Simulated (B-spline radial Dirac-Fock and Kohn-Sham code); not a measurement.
## Dipole and non-dipole photoemission parameters of S 2s

System: the free sulfur atom in the configuration 1s2 2s2 2p6 3s2 3p4; threshold 230.9 eV (tabulated edge). Method: Dirac-Hartree-Slater photoionisation with a Latter tail; cross sections with all multipoles, angular parameters from the dipole term and its interference with E2. Computed with a radial atomic solver.

For linearly polarised light dσ/dΩ = σ/(4π) [1 + β P₂(cos θ) + (δ + γ cos²θ) sin θ cos φ], with θ from the polarisation vector and φ the angle between the beam and the projection of the electron momentum on the plane normal to the polarisation.

```tsv
hν (eV)	σ (kb)	β	γ
302	322	2.000	0.253
328	291	2.000	0.164
600	117	2.000	-0.042
704	88.0	2.000	-0.020
800	69.4	2.000	0.011
903	55.0	2.000	0.049
1000	45.0	2.000	0.088
1253.6	28.2	2.000	0.191
1320	?	?	?
1486.9	19.6	2.000	0.280
2080	9.26	2.000	0.489
3220	3.27	2.000	0.817
3270	3.15	2.000	0.830
4400	1.49	2.000	1.096
5550	0.817	2.000	1.327
15000	0.0516	1.999	2.603
```

Q: Give the values at 1320 eV.

A: σ = 25.3 kb, β = 2.000, γ = 0.217. For an s subshell δ is negligible.
